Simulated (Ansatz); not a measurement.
Reactions of CH$_{3}$Na, SMILES `[CH3][Na]`.

Isolated molecules relaxed with PBE0-D4/def2-TZVP in Ansatz; ΔE leaves out vibrations. CBS: MP2 limit from def2 TZ/QZ plus the TZ coupled-cluster correction, frozen cores. This one scheme is used for every species. def2 core potentials past Kr. For I, Na outer-core shells are correlated without core-valence functions, which leaves a few kJ/mol of doubt a bond.

Problem. Order these by ΔE at CCSD(T)/CBS, lowest first. (Estimate.)
A. `[CH3][Na]` + HI → `[Na][I]` + CH₄
B. `[CH3][Na]` + CH₃SH → `C[S][Na]` + CH₄
C. `[CH3][Na]` + H₂S → `[Na][SH]` + CH₄
D. `[CH3][Na]` + HCl → `[Na][Cl]` + CH₄
E. `[CH3][Na]` + NH₃ → `[NH2][Na]` + CH₄

Solution. A (-3.28 eV), D (-2.96 eV), C (-2.15 eV), B (-1.87 eV), E (-0.66 eV).

Largest T1 diagnostic: 0.012, for `[CH3][Na]`.
